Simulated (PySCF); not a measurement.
Isomers of C2H4N2. All species are isolated molecules in the gas phase. One relaxed conformer stands for each flexible species; it need not be the lowest. Strings in code marks are SMILES.

The dipole moment from two functionals at the same geometries (r2SCAN-D4/def2-TZVP), both in PySCF: PBE-D3(BJ)/def2-TZVP and r2SCAN-D4/def2-TZVP. 

```json
[
 {"species": "`CN=C=N`", "PBE-D3(BJ)/def2-TZVP (D)": "2.08"},
 {"species": "`N(C#N)C`", "PBE-D3(BJ)/def2-TZVP (D)": "4.83"},
 {"species": "`C(N)#CN`", "PBE-D3(BJ)/def2-TZVP (D)": "1.27"}
]
```

Q: What does r2SCAN-D4/def2-TZVP give for each?

A: 
- `CN=C=N`: 2.13
- `N(C#N)C`: 4.95
- `C(N)#CN`: 1.30
Over these rows, drawn at random from the members with no instability flagged (it was tested for open shells, ions and some series alone), PBE minus r2SCAN-D4: mean -0.07 D, from -0.12 D to -0.02 D.
